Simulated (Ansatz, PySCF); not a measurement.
System: trihydroxy(propan-2-yl)silane, C3H10O3Si, charge 0, multiplicity 1. SMILES: CC(C)[Si](O)(O)O
Geometry from a B3LYP-D3(BJ)/def2-TZVP (Ansatz, a quantum-chemistry and plane-wave program) optimisation:
```xyz
17

C     -1.1894     1.7328    -0.8032
C     -1.1859     0.3339    -0.1699
C     -1.8312    -0.6961    -1.1083
Si     0.5281    -0.1845     0.3602
O      1.4106    -0.2422    -1.0338
O      1.1964     0.8307     1.4665
O      0.5495    -1.6194     1.1613
H     -0.5813     1.7544    -1.7100
H     -0.8002     2.4909    -0.1194
H     -2.2043     2.0336    -1.0770
H     -1.7777     0.3747     0.7522
H     -2.8450    -0.3917    -1.3821
H     -1.2560    -0.8010    -2.0305
H     -1.9040    -1.6824    -0.6437
H      2.3324    -0.5053    -0.9665
H      1.3801     1.7294     1.1855
H      0.2494    -2.3958     0.6841
```

PBE beside other levels, property by property. Cores are frozen in the correlated levels unless marked. Open shells are spin-unrestricted. Spin-orbit coupling is left out. Non-relativistic. CBS(X,Y): correlation extrapolated as X^-3; Hartree-Fock from the larger set. [CCSD(T)-MP2]/basis is that difference in the basis named. Rows marked 298 K are enthalpies with B3LYP-D3(BJ) harmonic zero-point and thermal terms. Atomisation energies are electronic, to ground-state atoms; the column to compare with has the core term from cc-pwCVTZ added, other frozen-core levels have none. Frequencies are from Ansatz or PySCF. The coupled-cluster column (Ansatz) is a level with limits of its own: (a) RI-MP2/CBS(aug-cc-pV(T+d)Z,aug-cc-pV(Q+d)Z)+[CCSD(T)-MP2]/aug-cc-pV(T+d)Z; (b) RI-MP2/CBS(cc-pV(T+d)Z,cc-pV(Q+d)Z)+[CCSD(T)-MP2]/cc-pV(T+d)Z.

| property | PBE/def2-TZVPD (Ansatz) | wB97M-V/def2-TZVPD (Ansatz) | B2PLYP-D3(BJ)/def2-TZVPD (Ansatz + dftd3) | CCSD(T)/aug-cc-pV(D+d)Z (Ansatz) | coupled cluster |
|---|---|---|---|---|---|
| atomisation energy (kcal/mol) | 1652.6 | 1643.3 | 1624.5 | 1535.2 | 1653.8 (a) |
| C-Si bond dissociation enthalpy, 298 K, to C[CH]C + O[Si](O)O (kcal/mol) | 76.7 | 89.2 | 84.7 | 88.3 | 90.3 (b) |

As the rows show:
- atomisation energy: PBE lies 1.2 kcal/mol below coupled cluster.
- C-Si bond dissociation enthalpy, 298 K, to C[CH]C + O[Si](O)O: PBE lies 13.6 kcal/mol below coupled cluster.
